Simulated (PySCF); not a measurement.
**Magnetic susceptibility: `O=S(C1(OC)CC1)(C)=O`, C₅H₁₀O₃S**

Cartesian coordinates in Å; atom numbers follow the order of the lines, from 1:
```xyz
19

C    -1.3998   -1.7523   -0.4698
O    -0.9403   -0.8600    0.5419
C    -0.4277    0.3220    0.0697
S     1.2868    0.1349   -0.5271
C     2.1557   -0.5213    0.9264
O     1.8149    1.4357   -0.8435
O     1.3250   -0.8657   -1.5627
C    -1.2282    1.3816   -0.6199
C    -0.6941    1.6150    0.7629
H    -2.2513   -1.3250   -1.0063
H    -1.7111   -2.6539    0.0532
H    -0.6005   -1.9806   -1.1768
H     3.1492   -0.8170    0.6153
H     1.5915   -1.3732    1.2821
H     2.1987    0.2644    1.6682
H    -0.7457    1.8897   -1.4403
H    -2.2892    1.2231   -0.7423
H     0.1430    2.2872    0.8707
H    -1.3865    1.6047    1.5908
```

Level of theory: GIAO PBE/pcSseg-1 magnetisability, rotational g tensor and spin-rotation constants, non-relativistic, gas phase (PySCF). Geometry: GFN2-xTB.

How diamagnetic is it, and how anisotropic?

Isotropic -1476 × 10⁻³⁰ J/T², or -88.9 × 10⁻⁶ cm³/mol; principal values -1552, -1506, -1371 × 10⁻³⁰ J/T², anisotropy 163 × 10⁻³⁰ J/T² (root of half the summed squared differences of the principal values). The susceptibility is in cgs units.

Split it along the inertial axes a, b, c into diamagnetic and paramagnetic parts about the centre of mass, with the quadrupole moment.


```csv
axis,χ (10⁻⁶ cm³/mol),diamagnetic (10⁻⁶ cm³/mol),paramagnetic (10⁻⁶ cm³/mol),summed x² of all electrons (Å²),quadrupole Θ (D Å)
a,-89.2,-771.7,682.5,165.5,+0.74
b,-86.6,-979.6,893.0,116.5,-0.20
c,-90.9,-1196.6,1105.7,65.4,-0.54
```
Anisotropies 2χaa − χbb − χcc = -0.9 and 2χbb − χaa − χcc = +6.9 × 10⁻⁶ cm³/mol. Θ is traceless in Buckingham's convention.

And the rotational g tensor?


```csv
axis,rotational constant (GHz),g,nuclear part,electronic part
a,1.8980,-0.0173,0.5912,-0.6085
b,1.4007,-0.0141,0.5735,-0.5876
c,1.1171,-0.0089,0.5714,-0.5803
```
Asymmetric top; isotopes 12C, 1H, 16O, 32S; no vibrational averaging.
